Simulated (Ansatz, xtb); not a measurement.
# Two isomers of C5H6ClNO

We compare I, `Cc1nc(C)c(Cl)o1`, a singlet, with II, `Cc1nc(Cl)c(C)o1`, a singlet. Both are isolated molecules in the gas phase, relaxed with PBE-D3(BJ)/def2-SVP.

Quicker runs give these differences E(II) − E(I): GFN2-xTB −0.061 eV; HF/STO-3G −0.100 eV (at GFN2-xTB geometries); r2SCAN-D4/def2-SVP −0.088 eV (at GFN2-xTB geometries).

Task: Estimate E(II) − E(I) at the level CCSD(T)/def2-SVP + ΔMP2/def2-TZVPP.

Result: Calculated at CCSD(T)/def2-SVP + ΔMP2/def2-TZVPP: E(II) − E(I) = −0.079 eV, so structure II lies lower.

How the difference moves with the method:

```json
{"level": "GFN2-xTB", "geometry": "GFN2-xTB", "E(II) − E(I) (eV)": "−0.061", "departure from the last row (eV)": "+0.018", "job, with rough time for the two": "optimisation, 0.14 s"}
{"level": "HF/STO-3G", "geometry": "GFN2-xTB", "E(II) − E(I) (eV)": "−0.100", "departure from the last row (eV)": "−0.021", "job, with rough time for the two": "single point, 0.44 s"}
{"level": "r2SCAN-D4/def2-SVP", "geometry": "GFN2-xTB", "E(II) − E(I) (eV)": "−0.088", "departure from the last row (eV)": "−0.009", "job, with rough time for the two": "single point, 4.3 s"}
{"level": "PBE-D3(BJ)/def2-SVP", "geometry": "PBE-D3(BJ)/def2-SVP", "E(II) − E(I) (eV)": "−0.099", "departure from the last row (eV)": "−0.020", "job, with rough time for the two": "optimisation, 79 s"}
{"level": "HF/def2-SVP", "geometry": "PBE-D3(BJ)/def2-SVP", "E(II) − E(I) (eV)": "−0.105", "departure from the last row (eV)": "−0.026", "job, with rough time for the two": "part of the CCSD(T) run"}
{"level": "MP2/def2-SVP", "geometry": "PBE-D3(BJ)/def2-SVP", "E(II) − E(I) (eV)": "−0.097", "departure from the last row (eV)": "−0.018", "job, with rough time for the two": "part of the CCSD(T) run"}
{"level": "CCSD(T)/def2-SVP", "geometry": "PBE-D3(BJ)/def2-SVP", "E(II) − E(I) (eV)": "−0.089", "departure from the last row (eV)": "−0.010", "job, with rough time for the two": "single point"}
{"level": "CCSD(T)/def2-SVP + ΔMP2/def2-TZVPP", "geometry": "PBE-D3(BJ)/def2-SVP", "E(II) − E(I) (eV)": "−0.079", "departure from the last row (eV)": "", "job, with rough time for the two": "single point, 87 s"}
```

As drawn, both hold the same kinds of bond in the same numbers.

The levels shown agree on the order. The largest departure from CCSD(T)/def2-SVP + ΔMP2/def2-TZVPP is that of HF/def2-SVP, 0.026 eV. The last row adds to CCSD(T) the change of the MP2 difference between the two basis sets, here +0.010 eV.

With thermal terms from frequencies at re-optimised GFN2-xTB minima (ideal gas, soft modes damped towards free rotors, one conformer each, 298.15 K, 1 atm): the zero-point term adds +0.002 eV; ΔH is −0.078 and ΔG −0.075 eV.

The correlated steps freeze 12 core orbitals. Programs: Ansatz 0.2.0, xtb 6.7.1; the last row on 4 threads of Arm Neoverse V1 on a shared host.
